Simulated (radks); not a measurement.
The numbers below are computed, except where a source is named.
Problem. Ionisation of the magnesium ion Mg10+, [He], to Mg11+, 1s1, under several functionals. Scalar-relativistic Kohn-Sham, spin-polarised, spherical densities, finite nucleus; open shells are filled with parallel spins first; a radial shooting solver on a logarithmic mesh with Libxc functionals. Known Delta-SCF values: r2SCAN 1762.7 eV; OLYP 1762.3 eV; MS2 meta-GGA 1762.7 eV. What does TASK exchange with Perdew-Wang LDA correlation give, and what is its highest occupied eigenvalue?

Solution. 1765.9 eV by Delta-SCF; the 1s eigenvalue is -1700.5 eV. NIST: 1761.8 eV (theoretical).
